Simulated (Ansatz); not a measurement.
System: CH$_{7}$ClFNSi$_{2}$, charge 0, multiplicity 1. SMILES: C[Si](F)(Cl)N[SiH3]
Coordinates optimised at B3LYP-D3(BJ)/def2-TZVP (Ansatz, an electronic-structure program):
```
N
H 1 1.0118
Si 1 1.7047 2 114.43
F 3 1.6019 1 111.23 2 -94.28
Si 1 1.7363 2 115.82 3 -174.59
H 5 1.4785 1 107.04 2 174.75
H 5 1.4812 6 109.63 1 120.95
H 5 1.4820 6 109.39 7 118.27
C 3 1.8457 4 107.51 1 125.32
H 9 1.0905 3 110.66 4 176.46
H 9 1.0907 10 108.57 3 121.08
H 9 1.0914 10 108.49 11 117.31
Cl 3 2.0624 4 105.64 1 -115.79
```
Charge 0, spin multiplicity 1.

Property: atomisation energy (electronic, to ground-state atoms), in kJ/mol. Cores are frozen in the correlated levels unless marked. Open shells are spin-unrestricted. Spin-orbit coupling is left out. No relativistic terms. The coupled-cluster limit lacks core correlation, which all-electron functionals hold. Basis-set limits of correlation are two-point, X^-3; Hartree-Fock from the larger set. The bracket is a focal-point correction in the basis named.

| level | program | atomisation energy (kJ/mol) | minus last row |
|---|---|---|---|
| HF/6-31G | Ansatz | 2946.9 | -1804.3 |
| SVWN5/def2-TZVPD | Ansatz | 5309.4 | 558.2 |
| revPBE-D4/def2-TZVPD | Ansatz + dftd4 | 4648.2 | -103.0 |
| B3LYP/def2-TZVPD | Ansatz | 4658.2 | -93.0 |
| BHLYP/def2-TZVPD | Ansatz | 4577.0 | -174.2 |
| CAM-B3LYP/def2-TZVPD | Ansatz | 4713.8 | -37.4 |
| LC-wPBE/def2-TZVPD | Ansatz | 4690.0 | -61.2 |
| B2GP-PLYP-D3(BJ)/def2-TZVPD | Ansatz + dftd3 | 4680.8 | -70.4 |
| B2GP-PLYP-D4/def2-TZVPD | Ansatz + dftd4 | 4668.7 | -82.5 |
| MP2/cc-pV(T+d)Z | Ansatz | 4670.1 | -81.1 |
| MP2/cc-pV(Q+d)Z | Ansatz | 4763.1 | 11.9 |
| RI-MP2/CBS(cc-pV(T+d)Z,cc-pV(Q+d)Z) | Ansatz | 4818.5 | 67.3 |
| SCS-MP2/cc-pV(Q+d)Z | Ansatz | 4763.4 | 12.2 |
| CCSD/cc-pV(D+d)Z | Ansatz | 4248.7 | -502.5 |
| CCSD/cc-pV(T+d)Z | Ansatz | 4539.1 | -212.1 |
| CCSD/CBS(cc-pV(T+d)Z,cc-pV(Q+d)Z) | Ansatz | 4682.3 | -68.9 |
| CCSD(T)/STO-3G | Ansatz | 4619.0 | -132.2 |
| CCSD(T)/cc-pV(T+d)Z | Ansatz | 4599.0 | -152.2 |
| CCSD(T)/cc-pV(Q+d)Z | Ansatz | 4693.8 | -57.4 |
| RI-MP2/CBS(cc-pV(T+d)Z,cc-pV(Q+d)Z)+[CCSD(T)-MP2]/cc-pV(Q+d)Z | Ansatz | 4749.2 | -2.0 |
| CCSD(T)/CBS(cc-pV(T+d)Z,cc-pV(Q+d)Z) | Ansatz | 4751.2 | 0.0 |
